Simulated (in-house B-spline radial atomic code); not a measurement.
## Ionising Rh with different functionals

Computed with an all-electron radial atomic-structure program (B-spline basis): non-relativistic Hamiltonian, point nucleus, spin-polarised at highest spin, spherical fractional occupations for the functionals, the average over the highest-spin determinants for Hartree-Fock. The ionisation energy is the difference of two self-consistent energies, [Kr] 4d8 5s1 → [Kr] 4d8, without Breit or QED terms; ε is the level of the shell that loses the electron (its least bound occupied spin orbital). There is no spin-orbit coupling in this Hamiltonian.

Hybrids are left out here: with spherical fractional occupations of an open shell their exact exchange keeps a self-interaction that integer-occupation calculations don't have.

| method | rung | ΔSCF (eV) | -ε(5s) (eV) |
| --- | --- | --- | --- |
| Hartree-Fock | Hartree-Fock | ? | ? |
| LDA VWN5 | LDA | 7.60 | 4.59 |
| LDA PW92 | LDA | 7.59 | 4.58 |
| LDA exchange-only | LDA | 6.86 | 3.93 |
| PBE | GGA | 7.33 | 4.37 |
| PBEsol | GGA | 7.35 | 4.41 |
| BLYP | GGA | 7.31 | 4.25 |
| RPBE | GGA | 7.21 | 4.28 |
| PW91 | GGA | ? | ? |
| BP86 | GGA | 7.48 | 4.53 |
| AM05 | GGA | 7.29 | 4.36 |
| OLYP | GGA | 6.94 | 3.98 |
| TPSS | meta-GGA | 7.11 | 4.29 |
| SCAN | meta-GGA | 7.39 | 4.75 |
| r2SCAN | meta-GGA | 7.20 | 4.59 |
| M06-L | meta-GGA | 6.65 | 4.07 |
| revTPSS | meta-GGA | 7.10 | 4.30 |

(1) What does Hartree-Fock give?

(2) What does PW91 give?

(3) How do they compare with the NIST value?

Results:

(1) ΔSCF 5.90 eV, and -ε(5s) = 6.03 eV.

(2) ΔSCF 7.40 eV, and -ε(5s) = 4.43 eV.

(3) NIST lists 7.459 eV (measured, ground level to ground level). Errors run from -1.55 to +0.14 eV; BP86 is closest (+0.02 eV), but part of that can be cancellation, since the calculations leave out relativity, Breit-QED terms, multiplet and fine-structure energies. Hartree-Fock also lacks correlation.
